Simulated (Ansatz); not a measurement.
C$_{3}$H$_{9}$F$_{2}$GeN (SMILES C[N](C)[Ge]([CH3])([F])[F]), singlet, geometry from GFN2-xTB, with bond 14-5 at 1.8 times its length; SC-NEVPT2/STO-3G, CASSCF(2,3) (Ansatz, a first-principles code).

Ansatz was given this input:
Ansatz 0.2 input:
```yaml
crystal:
  periodic: [false, false, false]
  atoms:
    - {symbol: C, position_ang: [-1.50757738, -0.75660363, 1.73100279]}
    - {symbol: N, position_ang: [-1.21103404, -0.52273506, 0.33021575]}
    - {symbol: C, position_ang: [-1.79049744, -1.53273692, -0.53520621]}
    - {symbol: Ge, position_ang: [0.39829600, 0.22556576, -0.12697638]}
    - {symbol: C, position_ang: [2.27232157, -0.45920076, -0.12641569]}
    - {symbol: F, position_ang: [0.09930531, 0.80230157, -1.75415329]}
    - {symbol: F, position_ang: [0.42262735, 1.68926940, 0.83567825]}
    - {symbol: H, position_ang: [-2.58990585, -0.72112290, 1.87167683]}
    - {symbol: H, position_ang: [-1.14532795, -1.73082960, 2.08204875]}
    - {symbol: H, position_ang: [-1.05431203, 0.03130583, 2.32975877]}
    - {symbol: H, position_ang: [-1.44204864, -2.54482208, -0.29470417]}
    - {symbol: H, position_ang: [-1.54114267, -1.30421440, -1.56978785]}
    - {symbol: H, position_ang: [-2.87672798, -1.50796070, -0.42578795]}
    - {symbol: H, position_ang: [2.80188746, -0.96873954, 1.68228430]}
    - {symbol: H, position_ang: [2.91349962, 0.34148289, -0.48068106]}
    - {symbol: H, position_ang: [2.35833253, -1.31341084, -0.78921692]}
basis:
  gaussian:
    orbitals: STO-3G
magnetization: {spin_polarized: false}
correlation: {method: sc_nevpt2, electrons: all, active_space: {window: {electrons: 2, orbitals: 3}}}
```

What does Ansatz print? Leave out banner, timings and long lists.


```
Functional definition: HF
740 factors; integrals over basis functions are off by at most 4.4e-5 eV
mean field evaluation 1: about -65816.2054 eV, gradient 2.9e1 eV
mean field evaluation 2: about -65816.4630 eV, gradient 2.9e1 eV
mean field evaluation 4: about -65820.6510 eV, gradient 3.7e0 eV
mean field evaluation 8: about -65820.7197 eV, gradient 1.7e-4 eV
mean field -65820.71973706 eV, -2418.8668354506 hartree, gradient 1.5e-6 eV, S^2 0.000000; 0 other end points of the search recorded, 0 dependent functions left out; unrestricted orbitals would lower it
reference -65820.71973706 eV, -2418.8668354506 hartree; 42, 42 occupied and 15, 15 virtual orbitals, 740 factors
state -65823.05907717 eV, -2418.9528046141 hartree
state -65823.05907717 eV, -2418.9528046141 hartree; corrected -65830.05493323 eV, -2419.2098975822 hartree
WARN: 1 active orbitals are nearly empty or full. The corrections depend on them more than the energy does, and are more stable in an active space without them
Total energy: -65830.05493323 eV, -2419.2098975822 hartree
```
